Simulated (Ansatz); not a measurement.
One geometry of C₃H₉NSi (`CC(C)[Si]N`), several functionals.

```yaml
crystal:
  periodic: [false, false, false]
  atoms:
    - {symbol: C, position_ang: [-1.053573, -0.235429, 0.669593]}
    - {symbol: C, position_ang: [0.332433, 0.358657, 0.482634]}
    - {symbol: C, position_ang: [1.425375, -0.644233, 0.862558]}
    - {symbol: Si, position_ang: [0.790257, 1.103766, -1.233173]}
    - {symbol: N, position_ang: [-0.631626, 0.767748, -2.116308]}
    - {symbol: H, position_ang: [-1.202286, -0.588868, 1.695845]}
    - {symbol: H, position_ang: [-1.846221, 0.489439, 0.461959]}
    - {symbol: H, position_ang: [-1.207511, -1.100407, 0.015136]}
    - {symbol: H, position_ang: [0.436739, 1.220815, 1.160804]}
    - {symbol: H, position_ang: [1.379439, -1.537106, 0.230246]}
    - {symbol: H, position_ang: [2.428137, -0.220427, 0.753010]}
    - {symbol: H, position_ang: [1.316781, -0.976523, 1.900179]}
    - {symbol: H, position_ang: [-1.458988, 0.304655, -1.768202]}
    - {symbol: H, position_ang: [-0.721956, 1.028815, -3.085479]}
basis:
  gaussian: {orbitals: def2-TZVPP}
hamiltonian: {xc: {name: wB97X-V}}
output: {orbitals: {seedname: orbitals}}
```

```sh
$ ansatz run in.yaml --threads 4 --pin off --events-out ev --progress --plain
```

Output, abridged:

```
Functional definition: wB97X-V
1517 factors; their error is unknown
388 factors; integrals over basis functions are off by at most 8.7e-6 eV
mean field evaluation 1: about -12616.2024 eV, gradient 6.4e1 eV
mean field evaluation 2: about -12617.6808 eV, gradient 5.9e1 eV
mean field evaluation 4: about -12624.8828 eV, gradient 2.7e0 eV
mean field evaluation 8: about -12624.9131 eV, gradient 5.4e-2 eV
mean field evaluation 16: about -12624.8994 eV, gradient 1.7e-4 eV
mean field -12624.89941623 eV, -463.9564960823 hartree, gradient 6.2e-5 eV, S^2 0.000000; 0 other end points of the search recorded, 0 dependent functions left out
reference -12624.89941410 eV, -463.9564960040 hartree; 24, 24 occupied and 268, 268 virtual orbitals, 1517 factors
Total energy: -12624.89941410 eV, -463.9564960040 hartree
```

It took 10 s on 4 threads of a server CPU on a shared host, with 0.95 GiB of host memory at the peak.

The same input with `hamiltonian: {xc: r2scan, dispersion: d4}` and forces (abridged; 6.5 s):

```
Functional definition: r2SCAN
mean field evaluation 16: about -12623.8526 eV, gradient 6.1e-4 eV
mean field -12623.85257778 eV, -463.9180254788 hartree, gradient 2.2e-5 eV, S^2 0.000000
Total energy: -12623.93235858 eV, -463.9209573690 hartree
Atom 0 force    -0.125703    -0.046586     0.023509 eV/Å
Atom 1 force     0.019848     0.135466    -0.037326 eV/Å
Atom 2 force     0.120464    -0.101470     0.057939 eV/Å
Atom 3 force     0.090335     0.049744    -0.017908 eV/Å
Atom 4 force    -0.006039     0.001452    -0.010957 eV/Å
Atom 5 force    -0.000378    -0.002759    -0.003696 eV/Å
Atom 6 force     0.002108    -0.011854    -0.001851 eV/Å
Atom 7 force     0.002293     0.007068     0.001296 eV/Å
Atom 8 force    -0.001889    -0.001574     0.021350 eV/Å
Atom 9 force    -0.002469     0.012087     0.003880 eV/Å
Atom 10 force    -0.014646    -0.014268     0.005253 eV/Å
Atom 11 force    -0.001419    -0.002721    -0.005397 eV/Å
Atom 12 force    -0.052993    -0.016900    -0.011515 eV/Å
Atom 13 force    -0.029513    -0.007685    -0.024578 eV/Å
Dipole moment:    -0.394521    -0.150414    -0.012090 e Å
```

Changing it to `hamiltonian: {xc: {name: PBE-QIDH}}` (abridged; 9 s):

```
Functional definition: PBE-QIDH
mean field evaluation 16: about -12606.7405 eV, gradient 3.3e-4 eV
mean field -12606.74052034 eV, -463.2891689670 hartree, gradient 4.8e-6 eV, S^2 0.000000
9 core orbitals not correlated: weight in the atoms' cores, before any rotation towards them, 1.000 or more for the frozen orbitals, at most 0.000 for the correlated occupied ones
second order -26.16054473 eV of doubles, -0.00000000 eV of singles
Total energy: -12615.46071570 eV, -463.6096302356 hartree
```

Changing it to `hamiltonian: {xc: {name: CAM-B3LYP}, dispersion: d4}` (abridged; 4.5 s):

```
Functional definition: CAM-B3LYP
mean field evaluation 16: about -12625.1190 eV, gradient 1.4e-4 eV
mean field -12625.11904226 eV, -463.9645671901 hartree, gradient 4.1e-5 eV, S^2 0.000000
Total energy: -12625.38891935 eV, -463.9744849900 hartree
```

With the line `hamiltonian: {xc: {name: BHLYP}, dispersion: d4}` (abridged; 4 s):

```
Functional definition: BHLYP
mean field evaluation 16: about -12624.5368 eV, gradient 1.2e-4 eV
mean field -12624.53682024 eV, -463.9431709253 hartree, gradient 2.9e-5 eV, S^2 0.000000
Total energy: -12624.91096498 eV, -463.9569204910 hartree
```

Changing it to `hamiltonian: {xc: {name: B97M-V}}` (abridged; 13 s):

```
Functional definition: B97M-V
mean field evaluation 16: about -12625.4245 eV, gradient 3.9e-3 eV
mean field -12625.42450636 eV, -463.9757927885 hartree, gradient 7.5e-5 eV, S^2 0.000000
Total energy: -12625.42457035 eV, -463.9757951403 hartree
```
